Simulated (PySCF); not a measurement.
## Bonding in `CC(/C=N/[SiH3])=C\C=O`

C5H9NOSi.
SMILES with atom numbers: `[CH3:1][C:2](/[CH:3]=[N:4]/[SiH3:5])=[CH:6]\[CH:7]=[O:8]` (hydrogens: H9, H10, H11 on C1; H12 on C3; H13, H14, H15 on Si5; H16 on C6; H17 on C7)

Structure used (GFN2-xTB), in Å, numbered top down from 1:
```
atom  x, y, z in Å
C1    -1.6792   -1.4009    0.3002
C2    -0.6873   -0.2947    0.3743
C3     0.6833   -0.5784   -0.0532
N4     1.5723    0.3096   -0.0866
Si5    3.2356    0.3426   -0.5080
C6    -0.9900    0.9456    0.8225
C7    -2.3047    1.3570    1.2841
O8    -3.2887    0.6574    1.3571
H9    -2.5428   -1.0906   -0.2864
H10   -2.0580   -1.6308    1.2958
H11   -1.2438   -2.2968   -0.1367
H12    0.8736   -1.6219   -0.3404
H13    3.2756    1.3156   -1.5965
H14    3.8678    0.8189    0.7198
H15    3.8347   -0.9292   -0.9312
H16   -0.2046    1.6872    0.8387
H17   -2.3507    2.4217    1.5861
```

Bond orders from the PBE0/pcSseg-1 density (PySCF). Isolated species at its GFN2-xTB geometry (one conformer only).

(1) Where do the orders between heavy atoms depart from those drawn in the SMILES?

(2) Set the Mayer orders of the bonds beside their lengths.

## Answers

(1) The largest departure is 0.281, at C2–C6 (drawn double, 1.719).

(2) 
```
   bond  drawn as  length (Å)  Mayer order
  C1–C2    single       1.488        1.087
  C2–C3    single       1.464        1.020
  C3–N4    double       1.257        1.882
 N4–Si5    single       1.716        0.971
  C2–C6    double       1.353        1.719
  C6–C7    single       1.453        1.072
  C7–O8    double       1.210        1.950
  C1–H9    single       1.089        0.927
 C1–H10    single       1.090        0.927
 C1–H11    single       1.088        0.944
 C3–H12    single       1.099        0.937
Si5–H13    single       1.461        0.933
Si5–H14    single       1.461        0.932
Si5–H15    single       1.468        0.899
 C6–H16    single       1.080        0.922
 C7–H17    single       1.108        0.936
```

By pair of heavy elements: C–C: lowest C2–C3 (1.020, 1.464 Å), highest C2–C6 (1.719, 1.353 Å); in 1 of the 6 pairs the longer bond (by over 0.003 Å) has the higher order (by 0.02 or more).

Task: Sum the orders of all bonds at each heavy atom with more than one neighbour and set the sums beside the valence in the SMILES.

Result: C1 3.885 (drawn 4), C2 3.826 (drawn 4), C3 3.839 (drawn 4), N4 2.853 (drawn 3), Si5 3.735 (drawn 4), C6 3.713 (drawn 4), C7 3.958 (drawn 4). Orders between atoms that aren't bonded are not in these sums.

Mayer orders depend on the basis set.
